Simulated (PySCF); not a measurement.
Si(AsH2)2(F)(H) (As2FH5Si), SMILES F[SiH]([AsH2])[AsH2]. Geometry: PBE-D3(BJ)/def2-SVP.

Computed equilibrium geometry at PBE-D3(BJ)/def2-SVP (PySCF confirms it by a frequency run) as Cartesian coordinates in Å:
```xyz
9

Si     0.3661    -0.8002     0.2178
F      0.7690    -1.8006    -1.0286
As    -1.9920    -0.4493     0.1479
As     1.5977     1.2198    -0.0794
H      0.6914    -1.5321     1.4935
H     -1.8646     0.4473     1.3973
H     -1.8324     0.7653    -0.7879
H      1.1024     1.6914     1.3031
H      2.8687     0.6066     0.5431
```
Charge 0, spin multiplicity 1.
